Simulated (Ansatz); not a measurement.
C₂H₇ClGeSe, SMILES `[CH3][Ge]([CH3])([Cl])[SeH]`, 12 atoms. Charge 0, multiplicity 1. Correlated methods include outer-core shells of Ge, Se, which these sets cover unevenly. Scalar relativity is left out up to krypton. Hardware: A = 2 threads of a server CPU on a shared host; B = 2 threads of an AMD EPYC 7R13 on a shared host and a share of an NVIDIA H100 80 GB. Correlated methods freeze the cores.

Give the basis size and wall time and peak host memory of each of these runs in Ansatz. RKS BLYP-D4/def2-TZVPP energy [A]; RKS PBE0-D4/def2-TZVP relaxation (9 steps) [B]; RKS r2SCAN0-D4/def2-TZVPP energy [A]; RHF-CCSD(T)/def2-SVP energy [B]; RHF-CCSD(T)/def2-TZVPP energy [B]; RKS ωB97X-V/def2-TZVPP energy [A]; RHF-MP2/def2-QZVPP energy [B]; RKS PBE-D4/def2-TZVPP energy and forces [A]. (Best estimate.)

The calculation gave: Other jobs shared the machine, so times are rough.

| level | job | functions | wall time | peak host memory (GiB) |
| --- | --- | --- | --- | --- |
| RKS BLYP-D4/def2-TZVPP | energy [A] | 298 | 8.5 s | 0.68 |
| RHF-CCSD(T)/def2-SVP | energy [B] | 145 | 11 s | 0.77 |
| RKS PBE-D4/def2-TZVPP | energy and forces [A] | 298 | 14 s | 0.68 |
| RHF-MP2/def2-QZVPP | energy [B] | 572 | 17 s | 1.2 |
| RHF-CCSD(T)/def2-TZVPP | energy [B] | 298 | 18 s | 0.86 |
| RKS r2SCAN0-D4/def2-TZVPP | energy [A] | 298 | 29 s | 1.4 |
| RKS ωB97X-V/def2-TZVPP | energy [A] | 298 | 41 s | 1.6 |
| RKS PBE0-D4/def2-TZVP | relaxation (9 steps) [B] | 237 | 58 s | 0.96 |
